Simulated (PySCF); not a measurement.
## Name the molecule from its bond curve

A diatomic of charge -1 contains Ge. Its triplet curve at PBE0 in a double-zeta basis (scalar-relativistic core potentials, PySCF), in eV from the separated fragments:

| R (Å) | E (eV) |
| --- | --- |
| 1.409 | -2.308 |
| 1.474 | -2.522 |
| 1.540 | -2.644 |
| 1.589 | -2.688 |
| 1.638 | -2.701 |
| 1.687 | -2.689 |
| 1.753 | -2.643 |
| 1.835 | -2.549 |
| 1.933 | -2.403 |
| 2.064 | -2.178 |

The fit gives ωe = 1689 cm⁻¹ and the rotational constant Bₑ = 6.326 cm⁻¹.

Problem. Which atom is the partner?

Solution. The minimum lies at 1.637 Å, so the reduced mass is 16.8576 u Å² cm⁻¹/(Bₑ·Re²) = 0.9944 u. With Ge at 73.92 u the partner weighs about 1.0 u: H. The molecule is GeH⁻.

Spin–orbit coupling is left out. The highest Kohn–Sham level is positive in this anion. Much of that is self-interaction error, but it also means that the finite basis helps to hold the extra electron. The state is the lowest determinant that a PBE0 search found; another state may lie lower at other levels.
